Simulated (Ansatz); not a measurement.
`[GeH2][SeH]` radical, relaxed with UKS PBE0-D4/def2-TZVP in Ansatz 0.2.0 from a PBE-D4/def2-SVP geometry. The force threshold is 0.005 eV/Å; the program also tests the step.

The species carries charge 0 and has multiplicity 2.

Start:

```xyz
5

Ge    0.653   -0.438   -0.399
Se   -0.557    1.511    0.238
H    -0.201   -1.695   -0.001
H     1.930   -0.377    0.507
H    -1.825    0.999   -0.345
```

| step | energy (eV) | largest force (eV/Å) | largest move (Å) |
| --- | --- | --- | --- |
| 1 | -121901.4495 | 0.420 | 0.000 |
| 2 | -121901.4654 | 0.088 | 0.036 |
| 3 | -121901.4658 | 0.035 | 0.020 |
| 4 | -121901.4662 | 0.005 | 0.010 |
| 5 | -121901.4663 | 0.007 | 0.010 |
| 6 | -121901.4663 | 0.003 | 0.003 |

End:

```xyz
5

Ge    0.637   -0.432   -0.367
Se   -0.562    1.496    0.243
H    -0.193   -1.689   -0.002
H     1.927   -0.377    0.484
H    -1.808    1.002   -0.358
```

It took 36 s on 2 threads of a server CPU on a shared host, with 0.35 GiB of host memory at the peak.
